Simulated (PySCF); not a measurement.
Mayer bond orders and bond lengths

C₆H₃ClO.
Numbering: `[CH:1]#[C:2][c:3]1[cH:4][cH:5][o:6][c:7]1[Cl:8]` (hydrogens: H9 on C1; H10 on C4; H11 on C5)

Geometry (GFN2-xTB, Å), atoms numbered from 1 in this order:
```
atom  x, y, z in Å
C1     2.787   -0.398    0.271
C2     1.608   -0.197    0.166
C3     0.225    0.014    0.034
C4    -0.764   -0.931   -0.375
C5    -1.949   -0.272   -0.351
O6    -1.783    1.009    0.040
C7    -0.470    1.174    0.270
Cl8    0.068    2.704    0.779
H9     3.818   -0.563    0.365
H10   -0.587   -1.952   -0.645
H11   -2.948   -0.584   -0.580
```

Bond orders from the PBE0/pcSseg-1 density (PySCF). Geometry: GFN2-xTB; no solvent, vibrations or thermal averaging.

**Question.** How far do the computed orders between heavy atoms stray from the drawn ones?

**Answer.** The largest departure is 0.704, at C1–C2 (drawn triple, 2.296), counting aromatic bonds as 1.5. Drawn double or triple, more than 0.30 short of the drawn order: C1–C2 (2.296). The bonds drawn aromatic range from 1.06 to 1.63.

**Question.** Set the Mayer orders of the bonds beside their lengths.

**Answer.** 
```
  bond  drawn as  length (Å)  Mayer order
 C1–C2    triple       1.200        2.296
 C2–C3    single       1.405        0.915
 C3–C4  aromatic       1.428        1.243
 C4–C5  aromatic       1.356        1.633
 C5–O6  aromatic       1.350        1.066
 O6–C7  aromatic       1.343        1.065
C7–Cl8    single       1.699        1.106
 C7–C3  aromatic       1.373        1.483
 C1–H9    single       1.049        1.150
C4–H10    single       1.070        1.009
C5–H11    single       1.071        0.983
```

By pair of heavy elements: C–C: lowest C2–C3 (0.915, 1.405 Å), highest C1–C2 (2.296, 1.200 Å); in 1 of the 10 pairs the longer bond (by over 0.003 Å) has the higher order (by 0.02 or more). C–O: all 2 within 0.02 of one another (1.065 to 1.066).

**Question.** Sum the orders of all bonds at each heavy atom with more than one neighbour and set the sums beside the valence in the SMILES.

**Answer.** C1 3.446 (drawn 4), C2 3.211 (drawn 4), C3 3.641 (drawn 4), C4 3.885 (drawn 4), C5 3.682 (drawn 4), O6 2.131 (drawn 2), C7 3.654 (drawn 4). Orders between atoms that aren't bonded are not in these sums.

For a closed shell the Mayer order of atoms A and B is Σ (PS)μν (PS)νμ over the basis functions μ on A and ν on B, with P the density and S the overlap matrix.

The run behind these numbers computed NMR shieldings as well. The run took 28 s on one thread, Intel Xeon Platinum 8488C (x86_64), shared host, and the process peaked at 0.80 GiB of memory.
